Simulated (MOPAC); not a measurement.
MOPAC input (PM7):

```
PM7 FORCE THERMO(298,298) PRECISE LET UHF MS=0.5 GEO-OK AUX(PRECISION=9) THREADS=1
CHI2

I    -1.81853723 1    0.09594394 1    0.02708211 1
C    -0.01548299 1   -0.84128308 1   -0.28794035 1
I     1.82085770 1    0.02991774 1    0.02413688 1
H    -0.03408546 1   -1.85038180 1   -0.63800829 1
```

Output:

```
 *******************************************************************************
 **                                                                           **
 **                              MOPAC v23.2.5                                **
 **                                                                           **
 *******************************************************************************
 ** MOPAC's Digital Object Identifier: https://doi.org/10.5281/zenodo.6511958 **
 **                                                                           **
 ** Please cite the open-source release paper for use of this MOPAC version:  **
 ** J. E. Moussa and J. J. P. Stewart (2026)                                  **
 ** MOPAC: An open-source semiempirical molecular orbital program             **
 ** J. Open Source Softw., 11(119), 8025, https://doi.org/10.21105/joss.08025 **
 *******************************************************************************

                              PM7 CALCULATION RESULTS

 *******************************************************************************
 *  PM7        - The PM7 Hamiltonian to be used
 *  GEO-OK     - OVERRIDE INTERATOMIC DISTANCE AND OTHER SAFETY CHECKS
 *  UHF        - UNRESTRICTED HARTREE-FOCK CALCULATION
 *  MS=        - IN MECI, MAGNETIC COMPONENT OF SPIN =  0.5
 *  LET        - OVERRIDE SOME SAFETY CHECKS
 *  PRECISE    - TIGHTER CRITERIA TO BE USED
 *  FORCE      - FORCE CALCULATION SPECIFIED
 *  AUX        - OUTPUT AUXILIARY INFORMATION
 *  THERMO     - THERMODYNAMIC QUANTITIES TO BE CALCULATED
 *******************************************************************************
PM7 FORCE THERMO(298,298) PRECISE LET UHF MS=0.5 GEO-OK AUX(PRECISION=9) THREADS=1
 CHI2

   ATOM   CHEMICAL          X               Y               Z
  NUMBER   SYMBOL      (ANGSTROMS)     (ANGSTROMS)     (ANGSTROMS)

     1       I         -1.81853723  *   0.09594394  *   0.02708211  *
     2       C         -0.01548299  *  -0.84128308  *  -0.28794035  *
     3       I          1.82085770  *   0.02991774  *   0.02413688  *
     4       H         -0.03408546  *  -1.85038180  *  -0.63800829  *

          CARTESIAN COORDINATES

    NO.       ATOM           X           Y           Z

     1         I         -1.8185      0.0959      0.0271
     2         C         -0.0155     -0.8413     -0.2879
     3         I          1.8209      0.0299      0.0241
     4         H         -0.0341     -1.8504     -0.6380

 General Reference for PM7:
 "Optimization of Parameters for Semiempirical Methods VI: More Modifications to the
 NDDO Approximations and Re-optimization of Parameters", J. J. P. Stewart, J. Mol. Mod., 1:32, 19 (2013)
 https://link.springer.com/article/10.1007/s00894-012-1667-x

           Empirical Formula: C H I2  =     4 atoms

      MOLECULAR POINT GROUP   :   C2v

          UHF CALCULATION, NO. OF ALPHA ELECTRONS =   10
                           NO. OF BETA  ELECTRONS =    9

          HEAT OF FORMATION =      58.694478 KCALS/MOLE

          CARTESIAN COORDINATE DERIVATIVES

   NUMBER  ATOM         X            Y            Z

     1       I     -0.012778    -0.009553    -0.001348
     2       C      0.014594    -0.007238     0.005113
     3       I      0.009200    -0.002972    -0.001348
     4       H     -0.011019     0.019762    -0.002417

 DIPOLE           X         Y         Z       TOTAL
 POINT-CHG.     0.073    -0.138    -0.000     0.156
 HYBRID         0.321    -0.611    -0.000     0.690
 SUM            0.394    -0.749    -0.000     0.846

          GRADIENT NORM =   0.03407

          MOLECULAR WEIGHT =  266.83

          ROTATIONAL CONSTANTS IN CM(-1)

          A =    1.16643106   B =    0.02005155   C =    0.01971268

           PRINCIPAL MOMENTS OF INERTIA IN UNITS OF 10**(-40)*GRAM-CM**2

          A =       23.9986   B =     1396.0395   C =     1420.0381

          ORIENTATION OF MOLECULE IN FORCE CALCULATION

    NO.       ATOM         X         Y         Z

     1          I      -1.6344   -0.8023    0.0000
     2          C       0.4219   -0.8023    0.0000
     3          I       1.5872    0.8921    0.0000
     4          H       0.9192   -1.7477   -0.0001

    FIRST DERIVATIVES WILL BE USED IN THE CALCULATION OF SECOND DERIVATIVES

    FOR POINT-GROUP C2v  THERE ARE   4 UNIQUE SYMMETRY FUNCTIONS.


(To convert to Hartree/Bohr^2, multiply by (10^(-21) x N x a0^2)/(4.184 x 627.51) =  0.0642)

           FORCE MATRIX IN MILLIDYNES/ANGSTROM

                  I  1       C  2       I  3       H  4
 ------------------------------------------------------
     I    1   3.654373
     C    2   2.671791   7.010351
     I    3   0.695044   2.676184   3.654373
     H    4   0.537877   3.636886   0.538252   4.152838

          HEAT OF FORMATION =      58.694478 KCALS/MOLE

          ZERO POINT ENERGY       8.550 KCAL/MOL

           NORMAL COORDINATE ANALYSIS (Total motion = 1 Angstrom)

   Root No.       1         2         3         4         5         6

                 1 A1      1 B1      2 A1      1 B2      2 B2      3 A1

                 159.8     531.6     560.7     797.2    1227.9    2703.2

           1   -0.1886    0.0000    0.0404   -0.0305   -0.0018    0.0003
           2   -0.1156   -0.0000   -0.0063    0.0008    0.0019   -0.0001
           3   -0.0000    0.0037   -0.0000    0.0000    0.0000   -0.0000
           4   -0.1318   -0.0000   -0.2230    0.4673   -0.0559    0.0335
           5    0.2507    0.0000    0.4240    0.2457   -0.0294   -0.0637
           6    0.0000   -0.1497    0.0000   -0.0000   -0.0000    0.0000
           7    0.2021    0.0000   -0.0177   -0.0166    0.0006   -0.0001
           8    0.0899   -0.0000   -0.0369   -0.0256   -0.0026   -0.0003
           9   -0.0000    0.0037   -0.0000   -0.0000   -0.0000   -0.0000
          10   -0.1277    0.0000   -0.2044    0.3638    0.8245   -0.4316
          11    0.2428   -0.0000    0.3886    0.1913    0.4336    0.8207
          12   -0.0000    0.8429   -0.0000   -0.0000    0.0000    0.0000

           MASS-WEIGHTED COORDINATE ANALYSIS (NORMAL COORDINATES)

   Root No.       1         2         3         4         5         6

                 1 A1      1 B1      2 A1      1 B2      2 B2      3 A1

                 159.8     531.6     560.7     797.2    1227.9    2703.2

           1   -0.5792    0.0000    0.2480   -0.1774   -0.0213    0.0038
           2   -0.3549   -0.0000   -0.0387    0.0049    0.0225   -0.0016
           3   -0.0000    0.0423   -0.0000    0.0000    0.0000   -0.0000
           4   -0.1246   -0.0000   -0.4206    0.8357   -0.2014    0.1204
           5    0.2368    0.0000    0.7997    0.4395   -0.1059   -0.2290
           6    0.0000   -0.5217    0.0000   -0.0000   -0.0000    0.0000
           7    0.6206    0.0000   -0.1087   -0.0965    0.0065   -0.0008
           8    0.2761   -0.0000   -0.2263   -0.1490   -0.0303   -0.0041
           9   -0.0000    0.0423   -0.0000   -0.0000   -0.0000   -0.0000
          10   -0.0349    0.0000   -0.1117    0.1885    0.8610   -0.4496
          11    0.0664   -0.0000    0.2124    0.0991    0.4528    0.8549
          12   -0.0000    0.8510   -0.0000   -0.0000    0.0000    0.0000

          DESCRIPTION OF VIBRATIONS

 VIBRATION          1    1A1         ATOM PAIR     ENERGY CONTRIBUTION    RADIAL
 FREQUENCY           159.82         C 2 -- I 3         +31.4% (146.0%)     37.1%
 TRANSITION DIPOLE   0.1504         I 1 -- C 2         +31.4% (146.0%)     37.1%
 TRAVEL (Ang.)       0.0883         I 1 -- I 3         +24.8% (129.8%)    100.0%
 REDUCED MASS       54.0899         C 2 -- H 4         +12.4% ( 91.6%)    100.0%
 EFFECTIVE MASS    178.1013
 FORCE CONSTANT      0.8140

 VIBRATION          2    1B1         ATOM PAIR     ENERGY CONTRIBUTION    RADIAL
 FREQUENCY           531.64         C 2 -- H 4         +87.0% ( 99.6%)      0.0%
 TRANSITION DIPOLE   0.9363         C 2 -- I 3          +6.5% ( 27.3%)      0.0%
 TRAVEL (Ang.)       0.2990         I 1 -- C 2          +6.5% ( 27.3%)      0.0%
 REDUCED MASS        1.4191
 EFFECTIVE MASS      2.9124
 FORCE CONSTANT      0.2363

 VIBRATION          3    2A1         ATOM PAIR     ENERGY CONTRIBUTION    RADIAL
 FREQUENCY           560.69         C 2 -- I 3         +41.9% (142.8%)     38.9%
 TRANSITION DIPOLE   0.4009         I 1 -- C 2         +41.9% (142.8%)     38.9%
 TRAVEL (Ang.)       0.1155         C 2 -- H 4         +15.8% ( 87.7%)    100.0%
 REDUCED MASS        9.0166         I 1 -- I 3          +0.4% ( 14.6%)    100.0%
 EFFECTIVE MASS     26.0476
 FORCE CONSTANT      1.6701

 VIBRATION          4    1B2         ATOM PAIR     ENERGY CONTRIBUTION    RADIAL
 FREQUENCY           797.23         C 2 -- I 3         +34.3% ( 97.9%)     84.5%
 TRANSITION DIPOLE   1.6577         I 1 -- C 2         +34.3% ( 97.9%)     84.5%
 TRAVEL (Ang.)       0.0929         C 2 -- H 4         +31.4% ( 93.7%)      0.0%
 REDUCED MASS        9.8030         I 1 -- I 3          +0.1% (  6.4%)      0.0%
 EFFECTIVE MASS     15.2668
 FORCE CONSTANT      3.6710

 VIBRATION          5    2B2         ATOM PAIR     ENERGY CONTRIBUTION    RADIAL
 FREQUENCY          1227.94         C 2 -- H 4         +95.8% ( 99.8%)      0.0%
 TRANSITION DIPOLE   0.5595         I 1 -- C 2          +2.1% ( 14.7%)     66.3%
 TRAVEL (Ang.)       0.2423         C 2 -- I 3          +2.1% ( 14.7%)     66.3%
 REDUCED MASS        0.9350
 EFFECTIVE MASS      1.4104
 FORCE CONSTANT      0.8306

 VIBRATION          6    3A1         ATOM PAIR     ENERGY CONTRIBUTION    RADIAL
 FREQUENCY          2703.20         C 2 -- H 4         +98.7% (100.0%)    100.0%
 TRANSITION DIPOLE   0.8840         C 2 -- I 3          +0.7% (  8.3%)     20.8%
 TRAVEL (Ang.)       0.1637         I 1 -- C 2          +0.7% (  8.3%)     20.8%
 REDUCED MASS        0.9312
 EFFECTIVE MASS      1.3802
 FORCE CONSTANT      4.0092

      SYMMETRY NUMBER FOR POINT-GROUP C2v =  2

          SYSTEM IS A GROUND STATE

 CHI2

          MOLECULE IS NOT LINEAR

          THERE ARE  6 GENUINE VIBRATIONS IN THIS SYSTEM
          THIS THERMODYNAMICS CALCULATION IS LIMITED TO
          MOLECULES WHICH HAVE NO INTERNAL ROTATIONS

                    CALCULATED THERMODYNAMIC PROPERTIES
                                          *
   TEMP. (K)   PARTITION FUNCTION   H.O.F.    ENTHALPY  HEAT CAPACITY ENTROPY
                                   KCAL/MOL   CAL/MOLE    CAL/K/MOL  CAL/K/MOL

 298.00  VIB.     0.2211D+01                   692.8389     5.0289     3.9018
         ROT.     0.1230D+06                   888.2803     2.9808    26.2712
         INT.     0.2720D+06                  1581.1192     8.0097    30.1730
         TRA.     0.4214D+28                  1480.4672     4.9680    42.6413
         TOT.                       58.694    3061.5864    12.9778    72.8143

   *: NOTE: HEATS OF FORMATION ARE RELATIVE TO THE
            ELEMENTS IN THEIR STANDARD STATE AT 298K
              (=  Standard Enthalpy of Formation).

            Hvib:  Zero-point energy is not included.
                   frequencies of less than zero cm-1 are not included.
            Hrot = (3/2)RT
            Htra = (3/2)RT + pV = (5/2)RT

            Heat capacity is Cp, not Cv

          For more information, see: HTTP://OpenMOPAC.net/Manual/thermochemistry.html

           FORCE CONSTANT IN CARTESIAN COORDINATES (Millidynes/A)

    ATOM   CHEMICAL       X               Y               Z
   NUMBER   SYMBOL  FORCE CONSTANT  FORCE CONSTANT  FORCE CONSTANT

      1       I        3.640237        0.337682        0.038051
      2       C        4.721056        5.133718        0.540250
      3       I        1.462112        2.515807        0.038051
      4       H        1.556668        3.367222        0.122301

 **********************
 *                    *
 * JOB ENDED NORMALLY *
 *                    *
 **********************

 == MOPAC DONE ==
```
